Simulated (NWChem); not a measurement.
System: C4H6O; SMILES C=C=COC

NWChem input:

```
start job
memory heap 200 mb stack 900 mb global 1100 mb
geometry units angstroms noautoz
  C      0.387214    -2.185163     0.000000
  C     -0.259333    -1.047083     0.000000
  C     -0.954306     0.068788     0.000000
  O     -0.477142     1.349723     0.000000
  C      0.937978     1.476503     0.000000
  H      0.673035    -2.689219     0.924202
  H      0.673035    -2.689219    -0.924202
  H     -2.041299     0.065015     0.000000
  H      1.149265     2.547429     0.000000
  H      1.375597     1.009062     0.891780
  H      1.375597     1.009062    -0.891780
end
basis spherical
  * library def2-svp
end
dft
  xc r2scan
  iterations 150
  mulliken
end
task dft energy
```

Parts of the log:

```
             Northwest Computational Chemistry Package (NWChem) 7.3.0
             --------------------------------------------------------

 CS  symmetry detected

                             Geometry "geometry" -> ""
                             -------------------------

 Output coordinates in angstroms (scale by  1.889725989 to convert to a.u.)

  No.       Tag          Charge          X              Y              Z
 ---- ---------------- ---------- -------------- -------------- --------------
    1 C                    6.0000     0.39803227    -2.18105908     0.00000000
    2 C                    6.0000    -0.25493445    -1.04665016     0.00000000
    3 C                    6.0000    -0.95620091     0.06527650     0.00000000
    4 O                    8.0000    -0.48628167     1.34888698     0.00000000
    5 C                    6.0000     0.92809945     1.48366024     0.00000000
    6 H                    1.0000     0.68669657    -2.68349217     0.92420200
    7 H                    1.0000     0.68669657    -2.68349217    -0.92420200
    8 H                    1.0000    -2.04315524     0.05536216     0.00000000
    9 H                    1.0000     1.13333245     2.55576290     0.00000000
   10 H                    1.0000     1.36835245     1.01869920     0.89178000
   11 H                    1.0000     1.36835245     1.01869920    -0.89178000

 Effective nuclear repulsion energy (a.u.)     159.4039292421

      Symmetry information
      --------------------

 Group name             Cs
 Group number              2
 Group order               2
 No. of unique centers     9

                                 NWChem DFT Module
                                 -----------------

 Summary of "ao basis" -> "ao basis" (spherical)
 ------------------------------------------------------------------------------
       Tag                 Description            Shells   Functions and Types
 ---------------- ------------------------------  ------  ---------------------
 C                          def2-svp                 6       14   3s2p1d
 O                          def2-svp                 6       14   3s2p1d
 H                          def2-svp                 3        5   2s1p

      Symmetry analysis of basis
      --------------------------

        a'         68
        a"         32

            General Information
            -------------------
          SCF calculation type: DFT
          Wavefunction type:  closed shell.
          No. of atoms     :    11
          No. of electrons :    38
           Alpha electrons :    19
            Beta electrons :    19
          Charge           :     0
          Spin multiplicity:     1
          Use of symmetry is: on ; symmetry adaption is: on
          Maximum number of iterations: 150
          AO basis - number of functions:   100
                     number of shells:    48
          Convergence on energy requested:  1.00D-06
          Convergence on density requested:  1.00D-05
          Convergence on gradient requested:  5.00D-04

              XC Information
              --------------
                      r^2SCAN Method XC Functional
               r^2SCAN metaGGA Exchange Functional  1.000
                     r^2SCAN Correlation Potential  1.000

             Grid Information
             ----------------
          Grid used for XC integration:  medium
          Radial quadrature: Mura-Knowles
          Angular quadrature: Lebedev.
          Tag              B.-S. Rad. Rad. Pts. Rad. Cut. Ang. Pts.
          ---              ---------- --------- --------- ---------
          C                   0.70       49          12.0       434
          O                   0.60       49          11.0       434
          H                   0.35       45          13.0       434
          Grid pruning is: on
          Number of quadrature shells:   425
          Spatial weights used:  Erf1

      Superposition of Atomic Density Guess
      -------------------------------------

 Sum of atomic energies:        -228.18607004

      Non-variational initial energy
      ------------------------------

 Total energy =    -231.061525
 1-e energy   =    -623.231028
 2-e energy   =     232.765574
 HOMO         =      -0.253737
 LUMO         =      -0.011973

      Symmetry analysis of molecular orbitals - initial
      -------------------------------------------------

  Numbering of irreducible representations:

     1 a'          2 a"

  Orbital symmetries:

     1 a'          2 a'          3 a'          4 a'          5 a'
     6 a'          7 a'          8 a'          9 a'         10 a'
    11 a'         12 a"         13 a'         14 a"         15 a'
    16 a'         17 a"         18 a'         19 a"         20 a'
    21 a"         22 a'         23 a'         24 a'         25 a'
    26 a"         27 a'         28 a"         29 a'

     ---------------------------------------------
      Total Density - Mulliken Population Analysis
     ---------------------------------------------

    Atom       Charge   Shell Charges
 -----------   ------   -------------------------------------------------------
    1 C    6     6.25   1.99  0.95  0.30  1.97  1.01  0.03
    2 C    6     6.11   1.99  0.99  0.30  1.96  0.83  0.03
    3 C    6     5.79   1.99  0.92  0.26  1.79  0.76  0.06
    4 O    8     8.53   1.99  1.09  0.67  2.92  1.85  0.01
    5 C    6     5.89   1.99  0.92  0.21  1.86  0.86  0.04
    6 H    1     0.87   0.66  0.19  0.03
    7 H    1     0.87   0.66  0.19  0.03
    8 H    1     0.90   0.67  0.20  0.02
    9 H    1     0.92   0.69  0.21  0.02
   10 H    1     0.93   0.69  0.22  0.02
   11 H    1     0.93   0.69  0.22  0.02

   convergence    iter        energy       DeltaE   RMS-Dens  Diis-err
 ---------------- ----- ----------------- --------- --------- ---------
 d= 0,ls=0.0,diis     1   -230.8138269541 -3.90D+02  8.51D-03  4.14D-01
 d= 0,ls=0.0,diis     2   -230.8232089063 -9.38D-03  4.64D-03  3.72D-01
 d= 0,ls=0.0,diis     3   -230.8560547592 -3.28D-02  1.56D-03  7.07D-02
 d= 0,ls=0.0,diis     4   -230.8628899225 -6.84D-03  5.05D-04  3.48D-03
 d= 0,ls=0.0,diis     5   -230.8632370886 -3.47D-04  2.06D-04  7.01D-04
  Resetting Diis
 d= 0,ls=0.0,diis     6   -230.8633200302 -8.29D-05  7.24D-05  7.69D-05
 d= 0,ls=0.0,diis     7   -230.8633310139 -1.10D-05  2.63D-05  1.40D-06
 d= 0,ls=0.0,diis     8   -230.8633305232  4.91D-07  1.74D-05  4.66D-06
 d= 0,ls=0.0,diis     9   -230.8633312062 -6.83D-07  3.40D-06  2.39D-07

         Total DFT energy =     -230.863331206207
      One electron energy =     -627.313719173231
           Coulomb energy =      269.325830662694
    Exchange-Corr. energy =      -32.279371937758
 Nuclear repulsion energy =      159.403929242087

 Numeric. integr. density =       37.999996086737

                  Occupations of the irreducible representations
                  ----------------------------------------------

                     irrep           alpha         beta
                     --------     --------     --------
                     a'               15.0         15.0
                     a"                4.0          4.0

                       DFT Final Molecular Orbital Analysis
                       ------------------------------------

 Vector   17  Occ=2.000000D+00  E=-3.094559D-01  Symmetry=a'
              MO Center= -1.3D-01,  1.3D+00, -4.5D-14, r^2= 2.0D+00
   Bfn.  Coefficient  Atom+Function         Bfn.  Coefficient  Atom+Function
  ----- ------------  ---------------      ----- ------------  ---------------
    47      0.361990   4 O  py               46     -0.311030   4 O  px
    50      0.263480   4 O  py               49     -0.211658   4 O  px
    86     -0.193907   9 H  s                45      0.192204   4 O  s
    61     -0.191663   5 C  py               60      0.188114   5 C  px
    33     -0.172611   3 C  py               44      0.172990   4 O  s

 Vector   18  Occ=2.000000D+00  E=-2.547388D-01  Symmetry=a'
              MO Center=  1.8D-02, -1.5D+00, -4.4D-16, r^2= 2.0D+00
   Bfn.  Coefficient  Atom+Function         Bfn.  Coefficient  Atom+Function
  ----- ------------  ---------------      ----- ------------  ---------------
     4      0.364478   1 C  px               18      0.338704   2 C  px
     7      0.236639   1 C  px                5      0.210427   1 C  py
    19      0.186134   2 C  py               21      0.183687   2 C  px
    22      0.168682   2 C  py                8      0.153446   1 C  py
    47      0.126836   4 O  py               81      0.123581   8 H  s

 Vector   19  Occ=2.000000D+00  E=-1.996125D-01  Symmetry=a"
              MO Center= -3.2D-01, -1.9D-01, -6.9D-16, r^2= 2.8D+00
   Bfn.  Coefficient  Atom+Function         Bfn.  Coefficient  Atom+Function
  ----- ------------  ---------------      ----- ------------  ---------------
    48     -0.390560   4 O  pz               20      0.377830   2 C  pz
    51     -0.312830   4 O  pz               23      0.296714   2 C  pz
    34      0.283845   3 C  pz               37      0.166592   3 C  pz
    71     -0.140893   6 H  s                76      0.140893   7 H  s
    92      0.100218  10 H  s                97     -0.100218  11 H  s

 Vector   20  Occ=0.000000D+00  E=-3.215451D-02  Symmetry=a'
              MO Center= -5.6D-02, -1.2D+00, -5.8D-16, r^2= 2.9D+00
   Bfn.  Coefficient  Atom+Function         Bfn.  Coefficient  Atom+Function
  ----- ------------  ---------------      ----- ------------  ---------------
     7      0.480044   1 C  px               21     -0.365892   2 C  px
    18     -0.363472   2 C  px                4      0.359195   1 C  px
    22     -0.326561   2 C  py               45      0.300180   4 O  s
     8      0.266262   1 C  py               82     -0.253662   8 H  s
    36     -0.224897   3 C  py                5      0.210364   1 C  py

 Vector   21  Occ=0.000000D+00  E= 1.012963D-02  Symmetry=a"
              MO Center= -4.0D-01, -6.9D-01, -2.6D-16, r^2= 3.1D+00
   Bfn.  Coefficient  Atom+Function         Bfn.  Coefficient  Atom+Function
  ----- ------------  ---------------      ----- ------------  ---------------
    37      0.569729   3 C  pz               23     -0.507022   2 C  pz
    34      0.460709   3 C  pz               20     -0.423038   2 C  pz
    72      0.390038   6 H  s                77     -0.390038   7 H  s
    51     -0.214789   4 O  pz               48     -0.209375   4 O  pz
    71      0.174318   6 H  s                76     -0.174318   7 H  s

 Vector   22  Occ=0.000000D+00  E= 8.508882D-02  Symmetry=a'
              MO Center=  1.2D+00,  2.9D-01, -1.9D-14, r^2= 6.9D+00
   Bfn.  Coefficient  Atom+Function         Bfn.  Coefficient  Atom+Function
  ----- ------------  ---------------      ----- ------------  ---------------
    59      1.923115   5 C  s                92     -1.074217  10 H  s
    97     -1.074217  11 H  s                 3      0.799296   1 C  s
    87     -0.754074   9 H  s                72     -0.626276   6 H  s
    77     -0.626276   7 H  s                63      0.453107   5 C  px
     8     -0.288214   1 C  py                2      0.257171   1 C  s

     ---------------------------------------------
      Total Density - Mulliken Population Analysis
     ---------------------------------------------

    Atom       Charge   Shell Charges
 -----------   ------   -------------------------------------------------------
    1 C    6     6.21   1.99  0.90  0.31  2.06  0.92  0.03
    2 C    6     5.96   1.99  0.93  0.30  2.03  0.68  0.03
    3 C    6     5.96   1.99  0.91  0.26  2.05  0.69  0.07
    4 O    8     8.36   1.99  1.10  0.69  2.86  1.70  0.02
    5 C    6     5.86   1.99  0.91  0.14  2.05  0.72  0.05
    6 H    1     0.93   0.73  0.17  0.03
    7 H    1     0.93   0.73  0.17  0.03
    8 H    1     0.93   0.74  0.17  0.02
    9 H    1     0.95   0.75  0.17  0.02
   10 H    1     0.96   0.75  0.19  0.03
   11 H    1     0.96   0.75  0.19  0.03

     -------------------------------------------
      Total Density - Lowdin Population Analysis
     -------------------------------------------

    Atom       Charge   Shell Charges
 -----------   ------   -------------------------------------------------------
    1 C    6     6.07   1.97  0.59  0.32  1.85  1.26  0.08
    2 C    6     6.08   1.97  0.64  0.30  1.86  1.23  0.08
    3 C    6     5.99   1.96  0.59  0.30  1.86  1.12  0.16
    4 O    8     8.12   1.97  0.92  0.57  2.72  1.90  0.03
    5 C    6     5.92   1.96  0.58  0.31  1.83  1.12  0.12
    6 H    1     0.96   0.63  0.26  0.07
    7 H    1     0.96   0.63  0.26  0.07
    8 H    1     0.96   0.64  0.25  0.07
    9 H    1     0.97   0.65  0.26  0.07
   10 H    1     0.98   0.65  0.27  0.07
   11 H    1     0.98   0.65  0.27  0.07

     Multipole analysis of the density
     ---------------------------------

     L   x y z        total         alpha         beta         nuclear
     -   - - -        -----         -----         ----         -------
     0   0 0 0     -0.000000    -19.000000    -19.000000     38.000000

     1   1 0 0      0.430586      0.215293      0.215293      0.000000
     1   0 1 0     -0.090912     -0.045456     -0.045456     -0.000000
     1   0 0 1     -0.000000     -0.000000     -0.000000      0.000000

     2   2 0 0    -21.113671    -53.468933    -53.468933     85.824196
     2   1 1 0      0.827701     -1.225028     -1.225028      3.277756
     2   1 0 1     -0.000000     -0.000000     -0.000000      0.000000
     2   0 2 0    -21.529378   -164.171788   -164.171788    306.814198
     2   0 1 1     -0.000000     -0.000000     -0.000000      0.000000
     2   0 0 2    -22.817998    -17.299187    -17.299187     11.780376
```

Level: r2SCAN/def2-SVP. Geometry: optimised at B3LYP/6-31G* (spherical d).
